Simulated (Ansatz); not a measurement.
Basis sets compared for InCl2(OH) (InCl₂OH). Total charge 0; singlet. Geometry PBE0-D4/def2-SVP. Ansatz on 4 threads of Arm Neoverse V2 on a shared host; times are rough, and most runs start from earlier orbitals.

```
atom   x (Å)   y (Å)   z (Å)
 In1  -0.089   0.039  -0.420
 Cl2   0.044   1.459  -2.248
 Cl3  -1.038  -2.076  -0.681
  O4   0.600   0.631   1.338
  H5   0.484  -0.052   2.011
```

In the def2 sets In takes a core potential; there is no spin–orbit coupling.

Binding counts from free atoms (In doublet, Cl doublet, O triplet, H doublet) in the same basis, without a counterpoise term.

```tsv
level	functions	energy (Eh)	HOMO (eV)	LUMO (eV)	binding per atom (eV)	wall time
PBE-D4/def2-SVP	81	-1185.6649	-7.31	-3.42	2.97	0.55 s
PBE-D4/def2-TZVP	161	-1186.0961	-7.65	-3.63	3.01	1.1 s
r2SCAN-D4/def2-TZVP (with forces)	161	-1186.5204	-8.03	-3.44	2.97	3 s
PBE0-D4/def2-SVP	81	-1185.7384	-9.01	-2.58	2.87	0.85 s
PBE0-D4/def2-TZVP	161	-1186.1642	-9.25	-2.75	2.92	1.7 s
```

**Question.** Estimate the rows for PBE-D4/def2-TZVPD, r2SCAN-D4/def2-TZVPD, PBE0-D4/def2-TZVPD.

**Answer.** 
| level | functions | energy (Eh) | HOMO (eV) | LUMO (eV) | binding per atom (eV) | wall time |
| --- | --- | --- | --- | --- | --- | --- |
| PBE-D4/def2-TZVPD | 197 | -1186.0989 | -7.74 | -3.72 | 3.01 | 1.6 s |
| r2SCAN-D4/def2-TZVPD | 197 | -1186.5225 | -8.08 | -3.50 | 2.98 | 3.6 s |
| PBE0-D4/def2-TZVPD | 197 | -1186.1665 | -9.30 | -2.84 | 2.92 | 2.5 s |
